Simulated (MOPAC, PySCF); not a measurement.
C5H16Si2, SMILES `CCC([SiH3])(CC)[SiH3]` (C–C–C–Si torsion 56°, Si–C–C–C torsion 58°), neutral singlet in the gas phase. 

Cartesian coordinates (Å):
SMILES: CCC([SiH3])(CC)[SiH3]
```xyz
23

C     -2.1898    -0.9809     0.4889
C     -0.7202    -1.1294     0.1212
C      0.0307     0.1697    -0.2428
Si    -0.0959     1.4585     1.1563
Si    -0.6875     0.9572    -1.8191
C      1.5181    -0.1296    -0.5575
C      2.3579    -0.6384     0.6081
H     -2.7852    -0.5540    -0.3329
H     -2.3291    -0.3279     1.3663
H     -2.6270    -1.9587     0.7403
H     -0.6248    -1.8364    -0.7248
H     -0.1992    -1.6125     0.9661
H      0.0319     0.8129     2.5018
H     -1.4032     2.1853     1.1204
H      0.9958     2.4697     1.0011
H     -2.1241     1.3480    -1.6877
H     -0.5597    -0.0152    -2.9531
H      0.0957     2.1883    -2.1540
H      1.9960     0.7803    -0.9609
H      1.5565    -0.8734    -1.3756
H      3.3919    -0.8297     0.2837
H      2.4049     0.0947     1.4297
H      1.9665    -1.5785     1.0246
```
Charge 0, spin multiplicity 1.

All levels are single points at this geometry (PBE0-D3(BJ)/def2-SVP); Pople sets use spherical d functions. Orbital energies aren't observables, and empty levels follow the basis.

```tsv
level	HOMO (eV)	LUMO (eV)	gap (eV)	dipole (D)	vertical IE, Delta-SCF (eV)
TPSSh-D3(BJ)/def2-TZVP in PySCF	-7.11	0.26	7.37	1.16	9.24
B3LYP/6-31G* in PySCF	-7.41	0.87	8.28	1.13	9.32
B3LYP/LANL2DZ in PySCF	-7.49	1.02	8.51	1.07	–
PBE/6-31G* in PySCF	-6.41	0.17	6.58	1.22	9.03
SVWN5/6-31G* in PySCF	-6.46	-0.08	6.38	1.20	9.10
PM3 in MOPAC	-9.70	0.53	10.23	0.35	–
```
